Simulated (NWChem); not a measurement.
Species: CH2BNO; SMILES BN=C=O

```xyz
6

B      0.0000     0.0000    -1.9437
H      0.0000     1.0549    -2.5322
H      0.0000    -1.0549    -2.5322
N      0.0000     0.0000    -0.5388
C      0.0000     0.0000     0.6590
O      0.0000     0.0000     1.8250
```
Atoms are numbered in this order, from 1.

All runs: NWChem. Coordinates come from a PBE0/def2-SVP optimisation.

For level TPSS/def2-TZVP:

```yaml
highest occupied level (eV): -7.08
orbital gap (eV): 4.35
dipole (D): 0.92
```

**Question.** What are these values for level LC-wPBE (HJS exchange hole, range parameter 0.4 per bohr)/def2-TZVP?

**Answer.** 
| Quantity | Value |
|---|---|
| highest occupied level (eV) | -10.99 |
| orbital gap (eV) | 11.25 |
| dipole (D) | 1.16 |
